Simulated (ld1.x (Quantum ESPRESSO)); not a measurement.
# LDA (PZ) ultrasoft dataset for iridium (Ir), non-relativistic all-electron reference.

* Element: Ir
* Generator: ld1.x (Quantum ESPRESSO) 7.5
* Type: ultrasoft
* Functional: LDA (PZ)
* Relativity: non-relativistic
* Frozen core: [Kr] 4d10 4f14 5s2
* Valence charge: 15
* Reference configuration: 5p6 5d7.5 6s1.5 6p0
* Partial waves: 6s (bound): rcut 2.20, rcutus 2.95 bohr; 6s channel at 0.95 Ry: rcut 2.20, rcutus 2.95 bohr; 5p (bound): rcut 1.75, rcutus 1.90 bohr; 6p (bound, empty): rcut 1.75, rcutus 1.90 bohr; 5d (bound): rcut 1.85, rcutus 2.50 bohr; 5d channel at 1.05 Ry: rcut 1.85, rcutus 2.50 bohr
* Local potential: all-electron potential smoothed inside 2.55 bohr (lloc = -2)
* Core correction: Bessel-smoothed model core inside 1.80 bohr
* Augmentation charge: built from norm-conserving waves at rcut, not smoothed further

All-electron outer shells of the reference configuration (LDA (PZ), non-relativistic, ld1.x):

```json
{"shell": "5s", "level (eV)": "-77.47", "outermost node (bohr)": "0.55", "outermost maximum (bohr)": "0.98"}
{"shell": "4f", "level (eV)": "-72.72", "outermost node (bohr)": "–", "outermost maximum (bohr)": "0.39"}
{"shell": "5p", "level (eV)": "-49.62", "outermost node (bohr)": "0.56", "outermost maximum (bohr)": "1.04"}
{"shell": "5d", "level (eV)": "-7.84", "outermost node (bohr)": "0.59", "outermost maximum (bohr)": "1.29"}
{"shell": "6s", "level (eV)": "-4.85", "outermost node (bohr)": "1.30", "outermost maximum (bohr)": "2.74"}
{"shell": "6p", "level (eV)": "-1.30", "outermost node (bohr)": "1.45", "outermost maximum (bohr)": "3.69"}
```

Problem. Is the overlap operator S = 1 + Σ q|β⟩⟨β| positive definite (Bessel basis up to 400 Ry)?

Solution. Yes: its lowest eigenvalue is 0.12 (p channel).

Problem. Tests: 5p6 5d7 6s2 6p0; 5p6 5d7 6s1 6p0; 5p6 5d7 6s0 6p0; 5p6 5d5 6s0 6p0; 5p6 5d6 6s0 6p0; 5p5 5d7 6s2 6p0; 5p6 5d8 6s1 6p0. Which has the largest error in its energy relative to the reference configuration, and how large is it?

Solution. 5p6 5d5 6s0 6p0, with -2110 meV (all-electron minus pseudo) on +102.28 eV.

A Bessel basis up to 400 Ry misses an occupied level by 1.06 Ry, so cutoffs and ghosts were not judged.
